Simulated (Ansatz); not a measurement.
Start from `F[SiH2]N[Si](F)(Cl)Cl` and change one atom or group to get `O[SiH2]O[Si](F)(Cl)Cl`.

Ansatz, PBE0-D4/def2-TZVP geometries, multiplicity 1. Each molecule was computed in one conformer, which needn't be the lowest.

```
                                        property  `F[SiH2]N[Si](F)(Cl)Cl`
             HOMO–LUMO gap (PBE/def2-TZVPP) / eV                     6.60
             LUMO energy (B3LYP/def2-TZVPP) / eV                    -0.18
         HOMO–LUMO gap (ωB97M-V/def2-TZVPP) / eV                    12.91
           HOMO–LUMO gap (B3LYP/def2-TZVPP) / eV                     8.42
size of the dipole moment (B3LYP/def2-TZVPP) / D                     2.17
           LUMO energy (ωB97M-V/def2-TZVPP) / eV                     1.73
```

(1) Give the same properties after the change, and the shifts. (Best estimate.)

Results:

(1) Computed: 
```
                                        property  `O[SiH2]O[Si](F)(Cl)Cl`  shift
             HOMO–LUMO gap (PBE/def2-TZVPP) / eV                     7.06   0.46
             LUMO energy (B3LYP/def2-TZVPP) / eV                    -0.11   0.07
         HOMO–LUMO gap (ωB97M-V/def2-TZVPP) / eV                    13.32   0.41
           HOMO–LUMO gap (B3LYP/def2-TZVPP) / eV                     8.94   0.52
size of the dipole moment (B3LYP/def2-TZVPP) / D                     1.80  -0.37
           LUMO energy (ωB97M-V/def2-TZVPP) / eV                     1.77   0.04
```

With PBE0 the HOMO falls by 0.38 eV and the LUMO rises by 0.11 eV, so the gap widens by about 0.49 eV. PBE moves the HOMO by -0.36 eV and ωB97M-V by -0.36 eV. Dipoles are sizes alone; their direction can turn.

B3LYP here is the variant with VWN-RPA as its local correlation; programs differ in this.
